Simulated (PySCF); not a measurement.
Unknowns

Level of theory: σ from GIAO-PBE0/pcSseg-1, geometry from PBE0-D3(BJ)/def2-SVP, J: B3LYP/pcJ-1 (spin–dipole term left out of most H,H and C,H couplings), in PySCF (isolated molecule, non-relativistic, fast rotation and ring inversion assumed for equivalent nuclei, one computed conformer).

δ = σ(ref) − σ, references computed at the same level: 1H (σ = 31.27 ppm) and 13C (σ = 184.41 ppm) vs TMS. Multiplet labels drop J under 1 Hz and among equivalent protons, and merge close values. Unscaled 3J(H,H) run several per cent high. Shifts are as computed. Against solution values, carbons near 30 ppm lie about +2 ppm off and those near 130 ppm about +5 ppm. Of 1211 compounds with measured shifts, 218 miss one by over three times the rms of a fit or turn the order of signals round; such compounds aren't used in these exercises.

Q: C$_{6}$H$_{9}$N. 1H NMR (400 MHz, computed): δ 6.52 (m, 2H), 6.28 (m, 2H), 3.62 (q, J = 8.1 Hz, 2H), 1.26 (t, J = 8.1 Hz, 3H). 13C{1H} NMR (computed): δ 122.9 (CH), 114.7 (CH), 46.3 (CH2), 20.7 (CH3). What is it?

A: 1-ethylpyrrole (SMILES CCn1cccc1). The formula gives 3 degrees of unsaturation (1 ring in the answer). 4 carbon signals for 6 carbons: some carbons are equivalent by symmetry or fast rotation. Carbon types of the structure: 4 × CH, 1 × CH2, 1 × CH3, which accounts for all hydrogens. δC 122.9: aromatic CH next to a ring nitrogen. δC 114.7: aromatic CH. δC 46.3: sp3 CH2 bonded to N; deshielded by the electronegative neighbour. δH 6.28: hydrogen on an aromatic CH; the ring current deshields protons in the ring plane. The protons at 1.26 and 3.62 share a coupling of 8.1 Hz (vicinal).

The shifts were computed for this structure.

Q: C$_{6}$H$_{9}$N. 1H NMR (500 MHz, computed): δ 7.26 (t, J = 6.5 Hz, 1H), 6.71 (dd, J = 15.5, 7.9 Hz, 1H), 5.91 (dd, J = 15.5, 2.0 Hz, 1H), 5.84 (ddt, J = 18.0, 11.1, 8.6 Hz, 1H), 5.51 (dq, J = 18.0, 1.9 Hz, 1H), 5.45 (ddt, J = 11.1, 2.1, 1.3 Hz, 1H), 5.35 (dd, J = 7.9, 2.0 Hz, 1H), 3.04 (ddt, J = 8.6, 6.5, 1.5 Hz, 2H). 13C{1H} NMR (computed): δ 169.0 (CH), 155.4 (CH), 142.8 (CH), 126.6 (CH2), 125.3 (CH2), 47.0 (CH2). Give a structure.

A: `C=CC/C=N/C=C`. Rings plus π bonds: 3 (no ring in the answer). 6 carbon signals for 6 carbons: no two carbons are equivalent. Carbon types of the structure: 3 × CH, 3 × CH2, which accounts for all hydrogens. δC 169.0: C=N carbon. δC 155.4, 142.8: alkene CH; as expected for a trigonal carbon in a double bond. δC 126.6, 125.3: terminal =CH2 carbon; the olefinic region. δC 47.0: allylic sp3 CH2; a saturated carbon with 2 carbon neighbours and no heteroatom attached. The protons at 5.51 and 5.84 share a coupling of 18.0 Hz (vicinal, trans across C=C). The protons at 6.71 and 5.91 share a coupling of 15.5 Hz (vicinal, trans across C=C). The protons at 5.45 and 5.84 share a coupling of 11.1 Hz (vicinal, cis across C=C). The protons at 5.84 and 3.04 share a coupling of 8.6 Hz (vicinal).

The shifts were computed for this structure.
